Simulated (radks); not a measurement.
The numbers below are computed, except where a source is named.
Correlation energies from several functionals, in hartree. Species: Ba+ [Xe] 6s1; Xe [Xe]; Sr [Kr] 5s2. Code: a radial shooting solver on a logarithmic mesh with Libxc functionals. Model: non-relativistic Kohn-Sham, PBE, spin-polarised, spherical densities, point nucleus. Every spin shell is full or empty, so the densities are truly spherical. Functionals are evaluated on that one density, not self-consistently.

[
 {"functional": "PW92", "Ba+": "-5.3203", "Xe": "-5.1784", "Sr": "-3.4411"},
 {"functional": "VWN5", "Ba+": "-5.3430", "Xe": "-5.2004", "Sr": "-3.4562"},
 {"functional": "PZ", "Ba+": "-5.3209", "Xe": "-5.1791", "Sr": "-3.4395"},
 {"functional": "Wigner", "Ba+": "-2.9144", "Xe": "-2.8816", "Sr": "-1.9973"},
 {"functional": "Chachiyo", "Ba+": "-5.2529", "Xe": "-5.1111", "Sr": "-3.3924"},
 {"functional": "PBE", "Ba+": "-2.9866", "Xe": "-2.9169", "Sr": "-1.8487"},
 {"functional": "LYP", "Ba+": "-2.8078", "Xe": "-2.7456", "Sr": "-1.8350"},
 {"functional": "P86", "Ba+": "-3.3917", "Xe": "-3.3082", "Sr": "-2.1122"},
 {"functional": "TPSS", "Ba+": "-2.9867", "Xe": "-2.9189", "Sr": "-1.8531"},
 {"functional": "revTPSS", "Ba+": "-3.0214", "Xe": "-2.9544", "Sr": "-1.8827"},
 {"functional": "SCAN", "Ba+": "-2.9877", "Xe": "-2.9061", "Sr": "-1.8560"},
 {"functional": "B95", "Ba+": "-3.6661", "Xe": "-3.5543", "Sr": "-2.2314"},
 {"functional": "Tao-Mo", "Ba+": "-2.8890", "Xe": "-2.8186", "Sr": "-1.7687"}
]
